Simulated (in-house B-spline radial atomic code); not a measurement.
**Ionising the cerium ion Ce²³⁺ with different functionals**

Computed with a B-spline radial code for spherical atoms: scalar-relativistic (spin-free X2C) Hamiltonian, Fermi nucleus of rms radius 4.8771 fm, spin-polarised at highest spin, spherical fractional occupations for the functionals. The ionisation energy is the difference of two self-consistent energies, [Ar] 3d10 4s2 4p5 → [Ar] 3d10 4s2 4p4, without Breit or QED terms; ε is the level of the shell that loses the electron (its least bound occupied spin orbital). There is no spin-orbit coupling in this Hamiltonian.

Hybrids are left out here: with spherical fractional occupations of an open shell their exact exchange keeps a self-interaction that integer-occupation calculations don't have.

| method | rung | ΔSCF (eV) | -ε(4p) (eV) |
| --- | --- | --- | --- |
| LDA PW92 | LDA | 794.01 | 775.88 |
| PW91 | GGA | 793.81 | 775.84 |
| AM05 | GGA | 793.59 | 775.62 |
| SCAN | meta-GGA | 793.93 | 776.49 |
| revTPSS | meta-GGA | 793.53 | 775.83 |

(1) Among the functionals, which spreads more, the ΔSCF values or the orbital energies?

(2) How do they compare with the NIST value?

Results:

(1) The orbital energies: ΔSCF values span about 0.48 eV and the orbital energies 0.87 eV.

(2) NIST lists 785 eV ± 4 (tabulated theory, ground level to ground level). Errors run from +8.53 to +9.01 eV. The correlated functionals all miss on the same side by more than they spread, so the cause is common to them (spin-orbit coupling, Breit-QED terms, multiplet and fine-structure energies, or a listed next ion that isn't the cheapest removal here) and closeness doesn't rank the functionals.
